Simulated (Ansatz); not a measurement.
`[SiH3]/N=C\N[SiH3]` and `[SiH3]/N=C/Cl` differ in one atom or group (the configuration at the double bond changes too).

Ansatz, PBE0-D4/def2-TZVP geometries, multiplicity 1. Each molecule was computed in one conformer, which needn't be the lowest.

```json
{"property": "HOMO energy (PBE/def2-TZVPP) / eV", "`[SiH3]/N=C\\N[SiH3]`": "-5.58"}
{"property": "LUMO energy (ωB97M-V/def2-TZVPP) / eV", "`[SiH3]/N=C\\N[SiH3]`": "1.66"}
{"property": "LUMO energy (B3LYP/def2-TZVPP) / eV", "`[SiH3]/N=C\\N[SiH3]`": "-0.42"}
{"property": "HOMO–LUMO gap (B3LYP/def2-TZVPP) / eV", "`[SiH3]/N=C\\N[SiH3]`": "6.26"}
{"property": "HOMO–LUMO gap (PBE0/def2-TZVPP) / eV", "`[SiH3]/N=C\\N[SiH3]`": "6.70"}
{"property": "size of the dipole moment (B3LYP/def2-TZVPP) / D", "`[SiH3]/N=C\\N[SiH3]`": "3.13"}
```

Question: What does the change do to each property? (An estimate is asked.)

Answer: The calculation gave: 
```
                                        property  `[SiH3]/N=C/Cl`  shift
               HOMO energy (PBE/def2-TZVPP) / eV            -6.60  -1.02
           LUMO energy (ωB97M-V/def2-TZVPP) / eV             1.07  -0.59
             LUMO energy (B3LYP/def2-TZVPP) / eV            -1.39  -0.97
           HOMO–LUMO gap (B3LYP/def2-TZVPP) / eV             6.36   0.10
            HOMO–LUMO gap (PBE0/def2-TZVPP) / eV             6.82   0.12
size of the dipole moment (B3LYP/def2-TZVPP) / D             1.83  -1.30
```

With PBE0 the HOMO falls by 1.09 eV and the LUMO falls by 0.97 eV, so the gap widens by about 0.12 eV. PBE moves the HOMO by -1.02 eV and ωB97M-V by -1.06 eV. The zero-point energy changes by -111.1 kJ/mol with -15 modes. Dipoles are sizes alone; their direction can turn.

Positive LUMOs are unbound, so they and the gaps depend on the basis.

B3LYP here is the variant with VWN-RPA as its local correlation; programs differ in this.
